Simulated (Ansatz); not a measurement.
H2OSiZn at its PBE0-D4/def2-TZVP geometry, where that method's forces vanish. Total charge 0; spin multiplicity 1. The bonds changed during the relaxation, so this is another structure than the one it started from.

```json
{"atom": "O1", "x (Å)": "0.5789", "y (Å)": "-1.2655", "z (Å)": "0.9669"}
{"atom": "Si2", "x (Å)": "0.4763", "y (Å)": "-0.0647", "z (Å)": "0.0291"}
{"atom": "Zn3", "x (Å)": "-2.2765", "y (Å)": "0.1418", "z (Å)": "-0.0077"}
{"atom": "H4", "x (Å)": "0.5669", "y (Å)": "-0.1603", "z (Å)": "-1.4555"}
{"atom": "H5", "x (Å)": "0.6544", "y (Å)": "1.3487", "z (Å)": "0.4672"}
```

**Question.** For each bond, give half the difference of the two atoms' forces along it (eV/Å; positive pushes the atoms apart) under PBE-D4, r2SCAN-D4, B3LYP-D4, ωB97M-V in def2-TZVPP. (Best estimate.)

**Answer.** Computed: 
```csv
bond,length (Å),PBE-D4,r2SCAN-D4,B3LYP-D4,ωB97M-V
O1–Si2,1.527,0.90,0.31,0.15,-0.09
Si2–Zn3,2.761,-0.13,-0.17,0.19,0.20
Si2–H4,1.490,-0.11,-0.08,-0.11,-0.13
Si2–H5,1.490,-0.11,-0.08,-0.11,-0.13
```

B3LYP here is the variant with VWN-RPA as its local correlation; programs differ in this.
